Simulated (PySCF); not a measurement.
Compound: C₅H₂N₂.
Structure used (PBE0-D3(BJ)/def2-SVP), in Å, numbered top down from 1:
```
atom  x, y, z in Å
C1    -1.731   -1.101    0.470
C2    -0.703   -0.497    0.283
C3     0.551    0.230    0.064
C4     1.000    0.142   -1.337
N5     1.367    0.055   -2.428
C6     0.454    1.636    0.490
N7     0.388    2.733    0.848
H8    -2.648   -1.638    0.636
H9     1.343   -0.237    0.682
```

Level of theory: core-valence-separated Tamm–Dancoff BHandHLYP/aug-pcX-1 (pcseg-1 on H) in PySCF, non-relativistic, gas phase, PBE0-D3(BJ)/def2-SVP geometry. BHandHLYP without relativity tends to put these K edges a few eV too low, so spacings mean more than positions.

What does the N 1s absorption edge look like?

```tsv
E (eV)	f	core hole on	main final orbital
397.20	0.1287	N5/N7	LUMO+3 (2 roots, f summed)
397.38	0.1288	N5/N7	spread (2 roots, f summed)
401.20	0.0053	N5/N7	LUMO (2 roots, f summed)
402.03	0.0061	N5/N7	LUMO+1 (2 roots, f summed)
402.31	0.0008	N5/N7	LUMO+2 (2 roots, f summed)
```

The first line with a tenth or more of the strongest one's intensity is at 397.20 eV (f = 0.129, sum of 2), with the hole on N5/N7 (nitrile nitrogen). The strongest listed is at 397.38 eV (f = 0.129, sum of 2; N5/N7).

What does the C 1s absorption edge look like?

```csv
E (eV),f,core hole on,main final orbital,polarisation
283.52,0.0642,C1,LUMO+1 (72 %),across the triple bond
283.72,0.0667,C1,spread,across the triple bond
283.85,0.0482,C2,LUMO+1 (77 %),across the triple bond
283.92,0.0468,C2,spread,across the triple bond
284.09,0.1230,C4/C6,"LUMO+3 (2 roots, f summed)",–
284.19,0.1278,C4/C6,"spread (2 roots, f summed)",–
286.48,0.0159,C2,LUMO+3 (36 %),along the triple bond
286.55,0.0096,C1,LUMO+2 (36 %),along the triple bond
286.77,0.0036,C2,LUMO (57 %),mixed
286.78,0.0211,C4/C6,"spread (2 roots, f summed)",–
287.06,0.0065,C1,LUMO (54 %),along the triple bond
287.42,0.0019,C2,LUMO+3 (46 %),mixed
287.49,0.0082,C4/C6,"LUMO (2 roots, f summed)",–
287.77,0.0024,C1,LUMO+3 (88 %),along the triple bond
288.05,0.0034,C1,spread,along the triple bond
288.05,0.0211,C3,LUMO (41 %),–
288.06,0.0005,C4/C6,"LUMO+2 (2 roots, f summed)",–
288.14,0.0001,C2,LUMO+6 (66 %),–
```

The first line with a tenth or more of the strongest one's intensity is at 283.52 eV (f = 0.064), with the hole on C1 (terminal alkyne carbon), polarised across the triple bond: a 1s→π* resonance. The strongest listed is at 284.19 eV (f = 0.128, sum of 2; C4/C6).

Roots within 0.03 eV whose holes lie on the same, on equivalent or on shared atoms are summed into one line, and the highest roots are left out, as the search may have cut off their partners. Final orbitals are the ground state's empty Kohn–Sham orbitals. A dash: too weak, shared between unlike atoms, or no plane or axis to refer to.

What is the summed oscillator strength of the listed N K lines, and their intensity-weighted mean energy?

Σf = 0.270 over 5 lines from 397.20 to 402.31 eV; the weighted mean is 397.49 eV. The strongest line holds 48 % of the sum.

The list ends where the root search ended, not at a threshold.
